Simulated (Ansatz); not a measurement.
(BeS)n off (charge +1): gap (eV) at several levels, gas phase, relaxed structures; Ansatz. Clusters are the lowest isomers that short searches found in that spin, judged at the geometry's level. HOMO and LUMO are taken over both spins. The structures are stationary points that may keep the symmetry of their start.

```
species    state           geometry  PBE-D4/def2-SVP  PBE-D4/def2-TZVP  PBE0-D4/def2-SVP  PBE0-D4/def2-TZVP
 Be2S2⁺  doublet  PBE0-D4/def2-TZVP             1.04              1.04              3.03               2.93
 Be4S4⁺  doublet    PBE-D4/def2-SVP             0.88              0.91              2.89               2.96
 Be5S4⁺  doublet    PBE-D4/def2-SVP             1.16              1.15              2.80               2.77
```

Estimate the column for r2SCAN-D4/def2-TZVP.

Be2S2⁺ 1.58; Be4S4⁺ 1.41; Be5S4⁺ 1.70.

Over the 3 species that have every level, the mean is 1.03 at PBE-D4/def2-SVP, 1.03 at PBE-D4/def2-TZVP, 1.56 at r2SCAN-D4/def2-TZVP, 2.90 at PBE0-D4/def2-SVP, 2.89 at PBE0-D4/def2-TZVP. Orbital gaps grow with the share of exact exchange and aren't one observable across functionals.
